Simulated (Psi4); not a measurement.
MoO₄ (SMILES [O]=[Mo-2](=[O])(=[O])=[O]), charge -2, singlet, geometry from GFN2-xTB (such geometries of metal compounds can be far from the true shape) (core potentials on Mo) (a gas-phase anion, which may not be bound at this level).

The Psi4 input:
```
memory 2 GB

molecule mol {
-2 1
Mo    0.000000   -0.000000    0.000000
O     1.391967   -0.302508   -0.960574
O     0.477889    0.296695    1.623385
O    -0.831045    1.373337   -0.612451
O    -1.038811   -1.367524   -0.050360
}

set {
  basis def2-sv(p)
  reference rhf
}

energy('scf')
print_variables()
```

What does this run give for the nuclear repulsion energy, number of basis functions, total energy?


```
Quantity                          Value
-------------------------  ------------
nuclear repulsion energy    210.4144 Eh
number of basis functions            80
total energy               -366.6067 Eh
```

A gas-phase anion may not be bound at this level; its values then depend on the basis.
